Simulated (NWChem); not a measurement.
All runs are NWChem calculations. System: H2BrGa, charge 0, spin multiplicity 1, at a geometry optimised with PBE0/def2-SVP. The structure started from a generated list of species. Level: RHF/3-21G.

Input file:

```
start mol
memory heap 200 mb stack 900 mb global 1100 mb
geometry units angstroms nocenter noautoz
  Ga     0.000000     0.000000     1.162651
  H     -1.408238     0.000000     1.831603
  H      1.408238     0.000000     1.831603
  Br     0.000000     0.000000    -1.134439
  symmetry group C2v
end
basis spherical
  * library 3-21g
end
scf
  rhf
  nopen 0
  maxiter 100
  thresh 1e-7
  semidirect memsize 60000000 filesize 0
end
task scf energy
```

Output (cleaned and shortened):

```
             Northwest Computational Chemistry Package (NWChem) 7.3.0
             --------------------------------------------------------

                                NWChem Input Module
                                -------------------

 Scaling coordinates for geometry "geometry" by  1.889725989
 (inverse scale =  0.529177249)

 Turning off AUTOSYM since
 SYMMETRY directive was detected!

                             Geometry "geometry" -> ""
                             -------------------------

 Output coordinates in angstroms (scale by  1.889725989 to convert to a.u.)

  No.       Tag          Charge          X              Y              Z
 ---- ---------------- ---------- -------------- -------------- --------------
    1 Ga                  31.0000     0.00000000     0.00000000     1.16265100
    2 H                    1.0000    -1.40823800     0.00000000     1.83160300
    3 H                    1.0000     1.40823800     0.00000000     1.83160300
    4 Br                  35.0000     0.00000000     0.00000000    -1.13443900

 Effective nuclear repulsion energy (a.u.)     282.4638013333

            Nuclear Dipole moment (a.u.)
            ----------------------------
        X                 Y               Z
 ---------------- ---------------- ----------------
     0.0000000000     0.0000000000     0.0000415740

      Symmetry information
      --------------------

 Group name             C2v
 Group number             16
 Group order               4
 No. of unique centers     3

      Symmetry unique atoms

     1    2    4


 Summary of "ao basis" -> "" (spherical)
 ------------------------------------------------------------------------------
       Tag                 Description            Shells   Functions and Types
 ---------------- ------------------------------  ------  ---------------------
 *                           3-21g                    on all atoms

 Summary of "ao basis" -> "ao basis" (spherical)
 ------------------------------------------------------------------------------
       Tag                 Description            Shells   Functions and Types
[...]
 Vector   33  Occ=2.000000D+00  E=-4.078008D-01  Symmetry=b2
              MO Center= -3.6D-15,  1.6D-16, -1.0D+00, r^2= 1.7D+00
   Bfn.  Coefficient  Atom+Function         Bfn.  Coefficient  Atom+Function
  ----- ------------  ---------------      ----- ------------  ---------------
    42      0.603993  4 Br py                38      0.482758  4 Br py
    34     -0.331605  4 Br py

 Vector   34  Occ=2.000000D+00  E=-3.905313D-01  Symmetry=b1
              MO Center= -4.6D-14,  3.2D-16, -6.2D-01, r^2= 3.0D+00
   Bfn.  Coefficient  Atom+Function         Bfn.  Coefficient  Atom+Function
  ----- ------------  ---------------      ----- ------------  ---------------
    41      0.573570  4 Br px                37      0.460767  4 Br px
    33     -0.313913  4 Br px                24      0.223242  2 H  s
    26     -0.223242  3 H  s

 Vector   35  Occ=0.000000D+00  E= 2.868734D-02  Symmetry=b2
              MO Center=  2.3D-16,  1.7D-14,  1.2D+00, r^2= 4.9D+00
   Bfn.  Coefficient  Atom+Function         Bfn.  Coefficient  Atom+Function
  ----- ------------  ---------------      ----- ------------  ---------------
    16      0.786168  1 Ga py                12      0.340698  1 Ga py
    42     -0.310425  4 Br py                 8     -0.161503  1 Ga py

 Vector   36  Occ=0.000000D+00  E= 1.125813D-01  Symmetry=a1
              MO Center= -5.1D-15,  1.2D-14,  1.0D+00, r^2= 6.6D+00
   Bfn.  Coefficient  Atom+Function         Bfn.  Coefficient  Atom+Function
  ----- ------------  ---------------      ----- ------------  ---------------
    17      1.225026  1 Ga pz                40      0.905624  4 Br s
    14     -0.541015  1 Ga s                 43      0.518769  4 Br pz
    10     -0.184844  1 Ga s

 Vector   37  Occ=0.000000D+00  E= 1.564774D-01  Symmetry=a1
              MO Center=  3.1D-15, -2.7D-14,  2.0D+00, r^2= 5.0D+00
   Bfn.  Coefficient  Atom+Function         Bfn.  Coefficient  Atom+Function
  ----- ------------  ---------------      ----- ------------  ---------------
    14      1.714856  1 Ga s                 24     -0.875781  2 H  s
    26     -0.875781  3 H  s                 17      0.514401  1 Ga pz
    43     -0.240898  4 Br pz                40     -0.187090  4 Br s
    10     -0.165588  1 Ga s

 center of mass
 --------------
 x =   0.00000000 y =   0.00000000 z =  -0.08558115

 moments of inertia (a.u.)
 ------------------
         723.041052457912           0.000000000000           0.000000000000
           0.000000000000         737.315684189294           0.000000000000
           0.000000000000           0.000000000000          14.274631731383

  Mulliken analysis of the total density
  --------------------------------------

    Atom       Charge   Shell Charges
 -----------   ------   -------------------------------------------------------
    1 Ga  31    30.23   2.00  2.00  6.00  1.99  5.96  0.81  1.13  0.20  0.19  9.96
    2 H    1     1.18   0.40  0.79
    3 H    1     1.18   0.40  0.79
    4 Br  35    35.40   2.00  2.00  5.99  2.00  5.97  0.75  2.30  1.26  3.14 10.00

       Multipole analysis of the density wrt the origin
       ------------------------------------------------

     L   x y z        total         open         nuclear
     -   - - -        -----         ----         -------
     0   0 0 0     -0.000000      0.000000     68.000000

     1   1 0 0     -0.000000      0.000000      0.000000
     1   0 1 0      0.000000      0.000000      0.000000
     1   0 0 1      1.055518      0.000000      0.000042

     2   2 0 0    -29.568764      0.000000     14.163800
     2   1 1 0     -0.000000      0.000000      0.000000
     2   1 0 1     -0.000000      0.000000      0.000000
     2   0 2 0    -24.808814      0.000000      0.000000
     2   0 1 1     -0.000000      0.000000      0.000000
     2   0 0 2    -28.789941      0.000000    334.456354

 Task  times  cpu:        0.2s     wall:        0.2s

 Total times  cpu:        0.2s     wall:        0.2s
```
